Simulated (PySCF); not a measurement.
SMILES C=C1C[SiH2][N+]#C[C@@H]1C#N, [C₆H₇N₂Si]+, charge +1

Geometry:
| atom | x (Å) | y (Å) | z (Å) |
| --- | --- | --- | --- |
| C1 | -3.917 | 0.885 | -0.544 |
| C2 | -2.620 | 0.648 | -0.661 |
| C3 | -1.532 | 1.526 | -0.111 |
| Si4 | -0.358 | 0.669 | 1.172 |
| N5 | -0.490 | -0.993 | 0.336 |
| C6 | -1.235 | -1.130 | -0.545 |
| C7 | -2.184 | -0.627 | -1.458 |
| C8 | -1.557 | -0.245 | -2.718 |
| N9 | -1.083 | 0.112 | -3.689 |
| H10 | -4.674 | 0.236 | -0.950 |
| H11 | -4.277 | 1.781 | -0.068 |
| H12 | -2.001 | 2.410 | 0.326 |
| H13 | -0.915 | 1.885 | -0.944 |
| H14 | 1.058 | 0.940 | 1.006 |
| H15 | -0.931 | 0.362 | 2.473 |
| H16 | -3.040 | -1.279 | -1.661 |

Total charge +1.

Method used: GIAO PBE/pcSseg-1 magnetisability, rotational g tensor and spin-rotation constants, non-relativistic, gas phase (PySCF 2.14.0). Geometry: GFN2-xTB.

For an ion the centre-of-mass motion in the field is neglected.

(1) What are the magnetisability and the molar susceptibility?

(2) Split it along the inertial axes a, b, c into diamagnetic and paramagnetic parts about the centre of mass, with the quadrupole moment.

(3) And the rotational g tensor?

Results:

(1) Isotropic -1191 × 10⁻³⁰ J/T², or -71.7 × 10⁻⁶ cm³/mol; principal values -1368, -1135, -1070 × 10⁻³⁰ J/T², anisotropy 272 × 10⁻³⁰ J/T² (root of half the summed squared differences of the principal values). The susceptibility is in cgs units.

(2) 
```
axis  χ (10⁻⁶ cm³/mol)  diamagnetic (10⁻⁶ cm³/mol)  paramagnetic (10⁻⁶ cm³/mol)  summed x² of all electrons (Å²)  quadrupole Θ (D Å)
   a             -75.9                      -674.5                        598.6                            192.6               +2.91
   b             -67.0                     -1043.1                        976.1                            105.7               +0.77
   c             -72.2                     -1265.5                       1193.3                             53.3               -3.68
```
Anisotropies 2χaa − χbb − χcc = -12.5 and 2χbb − χaa − χcc = +14.1 × 10⁻⁶ cm³/mol. Θ is traceless in Buckingham's convention.

(3) 
| axis | rotational constant (GHz) | g | nuclear part | electronic part |
| --- | --- | --- | --- | --- |
| a | 2.0820 | -0.0122 | 0.5733 | -0.5855 |
| b | 1.2093 | -0.0114 | 0.5431 | -0.5545 |
| c | 0.9856 | -0.0057 | 0.5469 | -0.5525 |

Asymmetric top; isotopes 12C, 1H, 14N, 28Si; no vibrational averaging.
